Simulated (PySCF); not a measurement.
# Ne⁺: ionisation energy

Ne⁺ [He] 2s2 2p5 (2P) → Ne²⁺ [He] 2s2 2p4 (3P), as a difference of total energies. Calculation: PySCF 2.14, in aug-cc-pVTZ-DK (5s4p3d2f, 46 functions); the spin-free X2C one-electron Hamiltonian (Gaussian nucleus). Correlated levels: valence: 1s2 frozen. The calculations carry no spin-orbit coupling.

```json
{"method": "UHF", "ionisation energy (eV)": "39.247"}
{"method": "MP2 (valence)", "ionisation energy (eV)": "40.746"}
{"method": "SCS-MP2 (valence)", "ionisation energy (eV)": "40.738"}
{"method": "CCSD (valence)", "ionisation energy (eV)": "40.676"}
{"method": "CCSD(T) (valence)", "ionisation energy (eV)": "40.709"}
```

How much does correlation contribute at CCSD(T) (valence)?

40.709 − (39.247) = 1.462 eV, measured against UHF.

Errors of the correlated levels include the incompleteness of this basis and the frozen core.

For comparison: 40.963 eV (measured; NIST Atomic Spectra Database, ionization energies).
